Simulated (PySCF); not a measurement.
# BiH₃: umbrella curve

All numbers come from TPSS/[Bi def2-TZVP with ECP60, H def2-TZVP], scalar-relativistic core potentials, density fitting, no spin–orbit coupling, PySCF.

Rigid scan from the singlet minimum (Bi–H 1.800 Å (×3); H–Bi–H 90.1° (×3)). Coordinate: angle between each bond and the threefold axis, bonds fixed. Energies in kJ/mol from the minimum.

Problem. Predict the curve at 55, 60, 65, 70, 75, 80, 85, 90.

Solution. 
```json
{"angle of the bonds to the threefold axis (°)": "55", "E (kJ/mol)": "0.0", "dipole size (D)": "1.23"}
{"angle of the bonds to the threefold axis (°)": "60", "E (kJ/mol)": "7.9", "dipole size (D)": "0.94"}
{"angle of the bonds to the threefold axis (°)": "65", "E (kJ/mol)": "30.1", "dipole size (D)": "0.63"}
{"angle of the bonds to the threefold axis (°)": "70", "E (kJ/mol)": "66.1", "dipole size (D)": "0.32"}
{"angle of the bonds to the threefold axis (°)": "75", "E (kJ/mol)": "114.8", "dipole size (D)": "0.02"}
{"angle of the bonds to the threefold axis (°)": "80", "E (kJ/mol)": "174.1", "dipole size (D)": "0.21"}
{"angle of the bonds to the threefold axis (°)": "85", "E (kJ/mol)": "237.3", "dipole size (D)": "0.30"}
{"angle of the bonds to the threefold axis (°)": "90", "E (kJ/mol)": "275.6", "dipole size (D)": "0.00"}
```

With the bonds held, the planar shape lies 275.6 kJ/mol from the minimum.

With an element this heavy the missing spin–orbit coupling can shift these numbers.

Other isomers or separated fragments may lie lower.
